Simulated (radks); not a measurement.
Values are calculated unless marked as measured or tabulated.
Valence configurations of neutral iron (all share [Ar]). Code: a radial shooting solver on a logarithmic mesh with Libxc functionals. Model: non-relativistic Kohn-Sham, BLYP, spin-polarised, spherical densities, point nucleus; open shells are filled with parallel spins first. Energies are relative to 3d6 4s2; eigenvalues in eV for spin up.

| valence | E (eV) | moment (Bohr magnetons) | e(3d) | e(4p) | e(4s) |
|---|---|---|---|---|---|
| 3d6 4s2 | 0.000 | 4 | -8.979 | - | -5.386 |
| 3d6 4s1.5 4p0.5 | 1.608 | 5 | -9.751 | -1.887 | -6.063 |
| 3d6 4s1 4p1 | 3.038 | 6 | -10.372 | -2.294 | -6.617 |
| 3d7 4s1 | 0.354 | 4 | -4.816 | - | -4.494 |
| 3d8 | 2.939 | 2 | -2.466 | - | - |
| 3d4 4s2 4p2 | 22.207 | 6 | -23.271 | -4.032 | -9.699 |
| 3d4 4s1.5 4p2.5 | 24.089 | 7 | -23.733 | -4.355 | -10.118 |
| 3d5 4s2 4p1 | 6.050 | 6 | -15.944 | -2.777 | -7.675 |
| 3d5 4s1 4p2 | 9.244 | 8 | -16.994 | -3.482 | -8.611 |
| 3d5.5 4s1 4p1.5 | 5.647 | 7 | -13.566 | -2.893 | -7.625 |

NIST lists [Ar] 3d6 4s2 as the ground configuration; this level of theory agrees among the configurations tried. The energies are those of spherical high-spin densities, not of single terms.
